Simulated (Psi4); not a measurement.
H₄P, charge +1, singlet, at a GFN2-xTB geometry. Base run: Psi4 with SVWN/def2-SVP.

Geometry (Å):
```xyz
5

P      0.0000     0.0000     0.0000
H     -0.0099     1.2826    -0.4952
H      1.1269    -0.6528    -0.4409
H     -1.1183    -0.6691    -0.4383
H      0.0013     0.0393     1.3743
```
Charge +1, spin multiplicity 1.
All else is at Psi4's defaults (density fitting).
Base energy -342.37795 Eh.

Each row names what was changed in the base input (with any setting that the change needs).

```csv
change,ΔE vs base (mEh),SCF cycles,grid points,basis functions
base,0.000,6,108986,38
dft_nuclear_scheme = becke,-0.002,6,108127,38
dft_pruning_scheme = robust,0.000,6,75292,38
guess = huckel,0.000,6,108986,38
e_convergence = 1e-4,0.000,6,108986,38
guess = gwh,0.000,7,108986,38
scf_initial_accelerator = ediis,0.000,6,108986,38
dft_radial_points = 150,0.000,6,216466,38
damping_percentage = 50,0.003,98,108986,38
scf_type = mem_df,0.000,6,108986,38
df_basis_scf = def2-universal-jkfit,0.000,6,108986,38
puream = true,0.000,6,108986,38
d_convergence = 1e-10,0.000,8,108986,38
```
